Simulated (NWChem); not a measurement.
# H2Se2S; SMILES S[Se][SeH]

```xyz
5

Se    -0.7314     0.5808    -0.0022
S      0.9509     2.0121     0.0414
H      1.1511     2.0899    -1.2953
Se     0.2391    -1.5399    -0.0216
H      0.3697    -1.6760     1.4423
```
Atoms are numbered in this order, from 1.

Program: NWChem. Pople sets run with spherical d functions. The geometry was optimised at PBE0/def2-SVP. Ions are spin-unrestricted doublets at the neutral geometry; other ion states weren't tried. Functional: LC-ωPBE (HJS hole) with 6-31G*; the question gives the range parameter ω in 1/bohr.

Q: Estimate the computed values for range parameter (1/bohr) 0.80. Quantities: vertical ionisation energy, ΔSCF (eV); −ε(HOMO) (eV).

A: 
```json
{
  "vertical ionisation energy, ΔSCF (eV)": "9.98",
  "−ε(HOMO) (eV)": "10.73"
}
```
